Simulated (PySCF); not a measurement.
Simulation results for BGeH₄

All values are calculated (PySCF 2.14.0). Calculation on a computer-drawn molecule: vertical ionisation energy to the stated ion spin, frozen-core CCSD(T) at the basis limit and cheaper methods, single-reference cases, UHF for radicals, no spin-orbit; all values are single points at the evaluated structure, the first of each entry, which is the reference or a displaced copy of it and isn't optimised; the reference structure only sets the zero of the energies above reference; triples share is (T) over the correlation energy; on germanium a core potential holds 10 electrons, which the energies leave out, and 3d is frozen in MP2 and coupled-cluster steps.

Common to all runs: charge 0; multiplicity 2; ion multiplicity 1; diffuse functions no; basis cc-pVnZ; basis and core potential on germanium cc-pVnZ-PP ECP10MDF; reference is the Hartree-Fock double-zeta minimum; best is HF at quadruple zeta + MP2 correlation extrapolated from triple and quadruple zeta + CCSD(T) minus MP2 at triple zeta; basis step is the size of the change from the same recipe one zeta lower.

```json
{"entry": 1, "formula": "BGeH4", "evaluated_structure": {"atoms_angstrom": [["B", 1.2967, -1.4502, -0.8624], ["Ge", 1.8719, -1.5731, 1.0952], ["H", 0.6566, -0.473, -1.1977], ["H", 1.47, -2.3078, -1.5711], ["H", 1.5474, -0.5554, 2.0185], ["H", 2.6808, -2.7809, 1.5594]]}, "reference_structure": {"atoms_angstrom": [["B", 1.2463, -1.4181, -0.846], ["Ge", 1.8957, -1.5748, 1.0367], ["H", 0.6415, -0.4419, -1.1808], ["H", 1.4668, -2.3031, -1.6199], ["H", 1.6841, -0.5148, 2.1131], ["H", 2.6808, -2.7639, 1.5813]]}, "given": {"drawn_bonds_atom": [1, 1, 1, 2, 2], "drawn_bonds_other_atom": [2, 3, 4, 5, 6], "drawn_bonds_order": [1, 1, 1, 1, 1]}, "results": {"ionisation_energy_best [eV]": 8.112, "ionisation_energy_basis_step [eV]": 0.02742, "energy_above_reference_best [kcal/mol]": 6.328, "energy_above_reference_basis_step [kcal/mol]": 0.04649, "triple_zeta_method": ["HF", "PBE", "r2SCAN", "B3LYP", "wB97X", "MP2", "CCSD", "CCSD(T)"], "triple_zeta_ionisation_energy [eV]": [7.378, 8.324, 8.431, 8.241, 7.992, 7.984, 7.995, 8.063], "triple_zeta_energy_above_reference [kcal/mol]": [5.61, 7.014, 6.211, 6.256, 6.384, 6.155, 6.311, 6.418], "total_energy_HF_triple_zeta [hartree]": -320.3461, "total_energy_CCSD(T)_triple_zeta [hartree]": -320.5991, "total_energy_best [hartree]": -320.6263, "T1_diagnostic_at_triple_zeta": 0.01817, "D1_diagnostic_at_triple_zeta": 0.07001, "spin_squared_at_triple_zeta": 0.7623, "ion_T1_diagnostic_at_triple_zeta": 0.008028, "ion_D1_diagnostic_at_triple_zeta": 0.01565, "triples_share_at_triple_zeta": 0.03112, "basis_functions_triple_zeta": 125, "dipole_magnitude_HF_at_triple_zeta [debye]": 0.5808, "dipole_magnitude_CCSD_unrelaxed_at_triple_zeta [debye]": 0.9871, "dipole_magnitude_PBE_at_triple_zeta [debye]": 1.255, "dipole_magnitude_r2SCAN_at_triple_zeta [debye]": 1.073, "dipole_magnitude_B3LYP_at_triple_zeta [debye]": 1.091, "dipole_magnitude_wB97X_at_triple_zeta [debye]": 1.065}}
{"entry": 2, "formula": "BGeH4", "evaluated_structure": {"atoms_angstrom": [["B", 1.3378, -1.4907, -0.7103], ["Ge", 1.9183, -1.5902, 1.006], ["H", 0.5442, -0.3934, -1.1272], ["H", 1.4875, -2.3924, -1.6779], ["H", 1.7041, -0.5501, 2.1244], ["H", 2.7319, -2.74, 1.537]]}, "reference_structure": {"atoms_angstrom": [["B", 1.2463, -1.4181, -0.846], ["Ge", 1.8957, -1.5748, 1.0367], ["H", 0.6415, -0.4419, -1.1808], ["H", 1.4668, -2.3031, -1.6199], ["H", 1.6841, -0.5148, 2.1131], ["H", 2.6808, -2.7639, 1.5813]]}, "given": {"drawn_bonds_atom": [1, 1, 1, 2, 2], "drawn_bonds_other_atom": [2, 3, 4, 5, 6], "drawn_bonds_order": [1, 1, 1, 1, 1]}, "results": {"ionisation_energy_best [eV]": 8.769, "ionisation_energy_basis_step [eV]": 0.02208, "energy_above_reference_best [kcal/mol]": 21.39, "energy_above_reference_basis_step [kcal/mol]": 0.4272, "triple_zeta_method": ["HF", "PBE", "r2SCAN", "B3LYP", "wB97X", "MP2", "CCSD", "CCSD(T)"], "triple_zeta_ionisation_energy [eV]": [8.07, 8.964, 9.095, 8.897, 8.695, 8.676, 8.657, 8.723], "triple_zeta_energy_above_reference [kcal/mol]": [23.67, 19.17, 19.58, 21.05, 19.83, 22.0, 21.74, 21.55], "total_energy_HF_triple_zeta [hartree]": -320.3174, "total_energy_CCSD(T)_triple_zeta [hartree]": -320.5750, "total_energy_best [hartree]": -320.6023, "T1_diagnostic_at_triple_zeta": 0.01405, "D1_diagnostic_at_triple_zeta": 0.04134, "spin_squared_at_triple_zeta": 0.7601, "ion_T1_diagnostic_at_triple_zeta": 0.009356, "ion_D1_diagnostic_at_triple_zeta": 0.01733, "triples_share_at_triple_zeta": 0.03239, "basis_functions_triple_zeta": 125, "dipole_magnitude_HF_at_triple_zeta [debye]": 1.435, "dipole_magnitude_CCSD_unrelaxed_at_triple_zeta [debye]": 1.546, "dipole_magnitude_PBE_at_triple_zeta [debye]": 1.583, "dipole_magnitude_r2SCAN_at_triple_zeta [debye]": 1.543, "dipole_magnitude_B3LYP_at_triple_zeta [debye]": 1.536, "dipole_magnitude_wB97X_at_triple_zeta [debye]": 1.651}}
{"entry": 3, "formula": "BGeH4", "evaluated_structure": {"atoms_angstrom": [["B", 1.3378, -1.4907, -0.7103], ["Ge", 1.9183, -1.5902, 1.006], ["H", 0.5442, -0.3934, -1.1272], ["H", 1.4742, -2.3125, -1.5921], ["H", 1.7041, -0.5501, 2.1244], ["H", 2.7319, -2.74, 1.537]]}, "reference_structure": {"atoms_angstrom": [["B", 1.2463, -1.4181, -0.846], ["Ge", 1.8957, -1.5748, 1.0367], ["H", 0.6415, -0.4419, -1.1808], ["H", 1.4668, -2.3031, -1.6199], ["H", 1.6841, -0.5148, 2.1131], ["H", 2.6808, -2.7639, 1.5813]]}, "given": {"drawn_bonds_atom": [1, 1, 1, 2, 2], "drawn_bonds_other_atom": [2, 3, 4, 5, 6], "drawn_bonds_order": [1, 1, 1, 1, 1]}, "results": {"ionisation_energy_best [eV]": 8.742, "ionisation_energy_basis_step [eV]": 0.0228, "energy_above_reference_best [kcal/mol]": 17.02, "energy_above_reference_basis_step [kcal/mol]": 0.3802, "triple_zeta_method": ["HF", "PBE", "r2SCAN", "B3LYP", "wB97X", "MP2", "CCSD", "CCSD(T)"], "triple_zeta_ionisation_energy [eV]": [8.039, 8.942, 9.069, 8.873, 8.668, 8.648, 8.63, 8.696], "triple_zeta_energy_above_reference [kcal/mol]": [18.82, 15.37, 15.33, 16.56, 15.47, 17.4, 17.36, 17.28], "total_energy_HF_triple_zeta [hartree]": -320.3251, "total_energy_CCSD(T)_triple_zeta [hartree]": -320.5818, "total_energy_best [hartree]": -320.6093, "T1_diagnostic_at_triple_zeta": 0.01403, "D1_diagnostic_at_triple_zeta": 0.04219, "spin_squared_at_triple_zeta": 0.76, "ion_T1_diagnostic_at_triple_zeta": 0.009122, "ion_D1_diagnostic_at_triple_zeta": 0.01739, "triples_share_at_triple_zeta": 0.03185, "basis_functions_triple_zeta": 125, "dipole_magnitude_HF_at_triple_zeta [debye]": 1.318, "dipole_magnitude_CCSD_unrelaxed_at_triple_zeta [debye]": 1.444, "dipole_magnitude_PBE_at_triple_zeta [debye]": 1.487, "dipole_magnitude_r2SCAN_at_triple_zeta [debye]": 1.438, "dipole_magnitude_B3LYP_at_triple_zeta [debye]": 1.435, "dipole_magnitude_wB97X_at_triple_zeta [debye]": 1.545}}
{"entry": 4, "formula": "BGeH4", "evaluated_structure": {"atoms_angstrom": [["B", 1.3378, -1.4907, -0.7103], ["Ge", 1.9183, -1.5902, 1.006], ["H", 0.5442, -0.3934, -1.1272], ["H", 1.5369, -2.6898, -1.997], ["H", 1.7041, -0.5501, 2.1244], ["H", 2.7319, -2.74, 1.537]]}, "reference_structure": {"atoms_angstrom": [["B", 1.2463, -1.4181, -0.846], ["Ge", 1.8957, -1.5748, 1.0367], ["H", 0.6415, -0.4419, -1.1808], ["H", 1.4668, -2.3031, -1.6199], ["H", 1.6841, -0.5148, 2.1131], ["H", 2.6808, -2.7639, 1.5813]]}, "given": {"drawn_bonds_atom": [1, 1, 1, 2, 2], "drawn_bonds_other_atom": [2, 3, 4, 5, 6], "drawn_bonds_order": [1, 1, 1, 1, 1]}, "results": {"ionisation_energy_best [eV]": 8.883, "ionisation_energy_basis_step [eV]": 0.02144, "energy_above_reference_best [kcal/mol]": 57.09, "energy_above_reference_basis_step [kcal/mol]": 0.4157, "triple_zeta_method": ["HF", "PBE", "r2SCAN", "B3LYP", "wB97X", "MP2", "CCSD", "CCSD(T)"], "triple_zeta_ionisation_energy [eV]": [8.228, 9.068, 9.217, 9.012, 8.826, 8.787, 8.767, 8.836], "triple_zeta_energy_above_reference [kcal/mol]": [63.37, 53.31, 55.41, 57.28, 57.25, 60.33, 57.93, 57.09], "total_energy_HF_triple_zeta [hartree]": -320.2541, "total_energy_CCSD(T)_triple_zeta [hartree]": -320.5184, "total_energy_best [hartree]": -320.5454, "T1_diagnostic_at_triple_zeta": 0.01977, "D1_diagnostic_at_triple_zeta": 0.06893, "spin_squared_at_triple_zeta": 0.7765, "ion_T1_diagnostic_at_triple_zeta": 0.012, "ion_D1_diagnostic_at_triple_zeta": 0.02834, "triples_share_at_triple_zeta": 0.03553, "basis_functions_triple_zeta": 125, "dipole_magnitude_HF_at_triple_zeta [debye]": 2.244, "dipole_magnitude_CCSD_unrelaxed_at_triple_zeta [debye]": 2.1, "dipole_magnitude_PBE_at_triple_zeta [debye]": 2.148, "dipole_magnitude_r2SCAN_at_triple_zeta [debye]": 2.166, "dipole_magnitude_B3LYP_at_triple_zeta [debye]": 2.16, "dipole_magnitude_wB97X_at_triple_zeta [debye]": 2.322}}
{"entry": 5, "formula": "BGeH4", "evaluated_structure": {"atoms_angstrom": [["B", 1.3378, -1.4907, -0.7103], ["Ge", 1.9183, -1.5902, 1.006], ["H", 0.5442, -0.3934, -1.1272], ["H", 1.5378, -2.6952, -2.0028], ["H", 1.7041, -0.5501, 2.1244], ["H", 2.7319, -2.74, 1.537]]}, "reference_structure": {"atoms_angstrom": [["B", 1.2463, -1.4181, -0.846], ["Ge", 1.8957, -1.5748, 1.0367], ["H", 0.6415, -0.4419, -1.1808], ["H", 1.4668, -2.3031, -1.6199], ["H", 1.6841, -0.5148, 2.1131], ["H", 2.6808, -2.7639, 1.5813]]}, "given": {"drawn_bonds_atom": [1, 1, 1, 2, 2], "drawn_bonds_other_atom": [2, 3, 4, 5, 6], "drawn_bonds_order": [1, 1, 1, 1, 1]}, "results": {"ionisation_energy_best [eV]": 8.884, "ionisation_energy_basis_step [eV]": 0.02132, "energy_above_reference_best [kcal/mol]": 57.78, "energy_above_reference_basis_step [kcal/mol]": 0.4099, "triple_zeta_method": ["HF", "PBE", "r2SCAN", "B3LYP", "wB97X", "MP2", "CCSD", "CCSD(T)"], "triple_zeta_ionisation_energy [eV]": [8.232, 9.07, 9.219, 9.015, 8.829, 8.786, 8.769, 8.838], "triple_zeta_energy_above_reference [kcal/mol]": [64.15, 53.99, 56.12, 57.99, 58.0, 61.16, 58.64, 57.78], "total_energy_HF_triple_zeta [hartree]": -320.2528, "total_energy_CCSD(T)_triple_zeta [hartree]": -320.5173, "total_energy_best [hartree]": -320.5443, "T1_diagnostic_at_triple_zeta": 0.02056, "D1_diagnostic_at_triple_zeta": 0.07308, "spin_squared_at_triple_zeta": 0.7796, "ion_T1_diagnostic_at_triple_zeta": 0.01208, "ion_D1_diagnostic_at_triple_zeta": 0.02868, "triples_share_at_triple_zeta": 0.03561, "basis_functions_triple_zeta": 125, "dipole_magnitude_HF_at_triple_zeta [debye]": 2.262, "dipole_magnitude_CCSD_unrelaxed_at_triple_zeta [debye]": 2.111, "dipole_magnitude_PBE_at_triple_zeta [debye]": 2.161, "dipole_magnitude_r2SCAN_at_triple_zeta [debye]": 2.179, "dipole_magnitude_B3LYP_at_triple_zeta [debye]": 2.174, "dipole_magnitude_wB97X_at_triple_zeta [debye]": 2.337}}
{"entry": 6, "formula": "BGeH4", "evaluated_structure": {"atoms_angstrom": [["B", 1.2598, -1.3965, -0.8159], ["Ge", 1.8906, -1.5604, 0.9899], ["H", 0.6476, -0.4603, -1.1907], ["H", 1.5219, -2.3842, -1.5806], ["H", 1.6908, -0.5069, 2.0985], ["H", 2.8533, -3.1077, 1.834]]}, "reference_structure": {"atoms_angstrom": [["B", 1.2463, -1.4181, -0.846], ["Ge", 1.8957, -1.5748, 1.0367], ["H", 0.6415, -0.4419, -1.1808], ["H", 1.4668, -2.3031, -1.6199], ["H", 1.6841, -0.5148, 2.1131], ["H", 2.6808, -2.7639, 1.5813]]}, "given": {"drawn_bonds_atom": [1, 1, 1, 2, 2], "drawn_bonds_other_atom": [2, 3, 4, 5, 6], "drawn_bonds_order": [1, 1, 1, 1, 1]}, "results": {"ionisation_energy_best [eV]": 8.519, "ionisation_energy_basis_step [eV]": 0.0202, "energy_above_reference_best [kcal/mol]": 26.17, "energy_above_reference_basis_step [kcal/mol]": 0.07026, "triple_zeta_method": ["HF", "PBE", "r2SCAN", "B3LYP", "wB97X", "MP2", "CCSD", "CCSD(T)"], "triple_zeta_ionisation_energy [eV]": [7.83, 8.707, 8.831, 8.635, 8.429, 8.395, 8.404, 8.475], "triple_zeta_energy_above_reference [kcal/mol]": [30.77, 23.09, 26.05, 25.67, 27.59, 29.07, 26.79, 26.13], "total_energy_HF_triple_zeta [hartree]": -320.3061, "total_energy_CCSD(T)_triple_zeta [hartree]": -320.5677, "total_energy_best [hartree]": -320.5947, "T1_diagnostic_at_triple_zeta": 0.02342, "D1_diagnostic_at_triple_zeta": 0.07202, "spin_squared_at_triple_zeta": 0.7893, "ion_T1_diagnostic_at_triple_zeta": 0.01098, "ion_D1_diagnostic_at_triple_zeta": 0.02519, "triples_share_at_triple_zeta": 0.03473, "basis_functions_triple_zeta": 125, "dipole_magnitude_HF_at_triple_zeta [debye]": 0.7392, "dipole_magnitude_CCSD_unrelaxed_at_triple_zeta [debye]": 0.7744, "dipole_magnitude_PBE_at_triple_zeta [debye]": 0.8521, "dipole_magnitude_r2SCAN_at_triple_zeta [debye]": 0.802, "dipole_magnitude_B3LYP_at_triple_zeta [debye]": 0.7971, "dipole_magnitude_wB97X_at_triple_zeta [debye]": 0.8632}}
{"entry": 7, "formula": "BGeH4", "evaluated_structure": {"atoms_angstrom": [["B", 1.2547, -1.3869, -0.9776], ["Ge", 1.9385, -1.4426, 0.9772], ["H", 0.6942, -0.3921, -1.0965], ["H", 1.4061, -2.2736, -1.6385], ["H", 1.5563, -0.5151, 1.9985], ["H", 2.7659, -2.7344, 1.5336]]}, "reference_structure": {"atoms_angstrom": [["B", 1.2463, -1.4181, -0.846], ["Ge", 1.8957, -1.5748, 1.0367], ["H", 0.6415, -0.4419, -1.1808], ["H", 1.4668, -2.3031, -1.6199], ["H", 1.6841, -0.5148, 2.1131], ["H", 2.6808, -2.7639, 1.5813]]}, "given": {"drawn_bonds_atom": [1, 1, 1, 2, 2], "drawn_bonds_other_atom": [2, 3, 4, 5, 6], "drawn_bonds_order": [1, 1, 1, 1, 1]}, "results": {"ionisation_energy_best [eV]": 8.056, "ionisation_energy_basis_step [eV]": 0.02835, "energy_above_reference_best [kcal/mol]": 9.476, "energy_above_reference_basis_step [kcal/mol]": 0.05543, "triple_zeta_method": ["HF", "PBE", "r2SCAN", "B3LYP", "wB97X", "MP2", "CCSD", "CCSD(T)"], "triple_zeta_ionisation_energy [eV]": [7.312, 8.271, 8.371, 8.182, 7.93, 7.921, 7.935, 8.007], "triple_zeta_energy_above_reference [kcal/mol]": [9.658, 9.438, 9.505, 8.982, 10.17, 9.814, 9.624, 9.561], "total_energy_HF_triple_zeta [hartree]": -320.3397, "total_energy_CCSD(T)_triple_zeta [hartree]": -320.5941, "total_energy_best [hartree]": -320.6213, "T1_diagnostic_at_triple_zeta": 0.02054, "D1_diagnostic_at_triple_zeta": 0.08093, "spin_squared_at_triple_zeta": 0.7644, "ion_T1_diagnostic_at_triple_zeta": 0.008568, "ion_D1_diagnostic_at_triple_zeta": 0.01742, "triples_share_at_triple_zeta": 0.03201, "basis_functions_triple_zeta": 125, "dipole_magnitude_HF_at_triple_zeta [debye]": 0.3436, "dipole_magnitude_CCSD_unrelaxed_at_triple_zeta [debye]": 0.5633, "dipole_magnitude_PBE_at_triple_zeta [debye]": 0.8386, "dipole_magnitude_r2SCAN_at_triple_zeta [debye]": 0.6651, "dipole_magnitude_B3LYP_at_triple_zeta [debye]": 0.6581, "dipole_magnitude_wB97X_at_triple_zeta [debye]": 0.6343}}
{"entry": 8, "formula": "BGeH4", "evaluated_structure": {"atoms_angstrom": [["B", 1.2147, -1.4187, -0.7899], ["Ge", 1.9341, -1.5375, 0.9815], ["H", 0.7586, -0.3876, -1.0629], ["H", 1.5039, -2.3925, -1.6792], ["H", 1.7196, -0.4771, 2.1449], ["H", 2.672, -2.7664, 1.5974]]}, "reference_structure": {"atoms_angstrom": [["B", 1.2463, -1.4181, -0.846], ["Ge", 1.8957, -1.5748, 1.0367], ["H", 0.6415, -0.4419, -1.1808], ["H", 1.4668, -2.3031, -1.6199], ["H", 1.6841, -0.5148, 2.1131], ["H", 2.6808, -2.7639, 1.5813]]}, "given": {"drawn_bonds_atom": [1, 1, 1, 2, 2], "drawn_bonds_other_atom": [2, 3, 4, 5, 6], "drawn_bonds_order": [1, 1, 1, 1, 1]}, "results": {"ionisation_energy_best [eV]": 8.482, "ionisation_energy_basis_step [eV]": 0.02465, "energy_above_reference_best [kcal/mol]": 8.255, "energy_above_reference_basis_step [kcal/mol]": 0.1851, "triple_zeta_method": ["HF", "PBE", "r2SCAN", "B3LYP", "wB97X", "MP2", "CCSD", "CCSD(T)"], "triple_zeta_ionisation_energy [eV]": [7.757, 8.687, 8.803, 8.608, 8.386, 8.373, 8.366, 8.435], "triple_zeta_energy_above_reference [kcal/mol]": [9.874, 6.906, 7.716, 8.034, 7.877, 8.74, 8.483, 8.314], "total_energy_HF_triple_zeta [hartree]": -320.3393, "total_energy_CCSD(T)_triple_zeta [hartree]": -320.5961, "total_energy_best [hartree]": -320.6232, "T1_diagnostic_at_triple_zeta": 0.01637, "D1_diagnostic_at_triple_zeta": 0.05743, "spin_squared_at_triple_zeta": 0.7615, "ion_T1_diagnostic_at_triple_zeta": 0.00903, "ion_D1_diagnostic_at_triple_zeta": 0.0173, "triples_share_at_triple_zeta": 0.03237, "basis_functions_triple_zeta": 125, "dipole_magnitude_HF_at_triple_zeta [debye]": 0.6473, "dipole_magnitude_CCSD_unrelaxed_at_triple_zeta [debye]": 0.9397, "dipole_magnitude_PBE_at_triple_zeta [debye]": 1.062, "dipole_magnitude_r2SCAN_at_triple_zeta [debye]": 0.9704, "dipole_magnitude_B3LYP_at_triple_zeta [debye]": 0.948, "dipole_magnitude_wB97X_at_triple_zeta [debye]": 1.034}}
```
